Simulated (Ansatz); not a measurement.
Total energies of the cluster AlCu3⁻ from Ansatz at PBE0-D4/def2-TZVPD, gas phase (1 Eh = 27.2114 eV = 2625.5 kJ/mol). The reference geometry is relaxed at PBE-D4/def2-SVPD.

Cartesian coordinates in Å:
```
Al 1.345 -0.456 0.421
Cu -0.098 0.571 -1.310
Cu -0.377 1.133 0.944
Cu -0.870 -1.248 -0.054
```

```tsv
state	geometry	energy (Eh)
charge -1 doublet	reference	-5163.24828
charge 0 triplet	reference	-5163.18234
charge -1 quartet	relaxed at PBE-D4/def2-SVPD	-5163.21049
```

Question: Work out the vertical ionisation energy to the triplet.

Answer: E(charge 0 triplet) − E(charge -1 doublet) = -5163.18234 − (-5163.24828) = 0.06594 Eh = 1.79 eV. For comparison, −ε of the highest occupied level of the spin that leaves is 0.39 eV at this level, 1.40 eV less.

Question: Which of the charge -1 states is lowest, and how far above it are the others?

Answer: The doublet. quartet: -5163.21049 − (-5163.24828) = 0.03779 Eh = 99.2 kJ/mol.

At PBE0-D4/def2-TZVPD the highest occupied level of the charge -1 quartet lies above zero (up to 0.54 eV). It is a level of α spin, whose loss leaves a triplet; that state wasn't run at this geometry and level. The electron is either unbound and held by the finite basis, or the level is raised by self-interaction error. 

The structure comes from a short search, and lower isomers may exist.
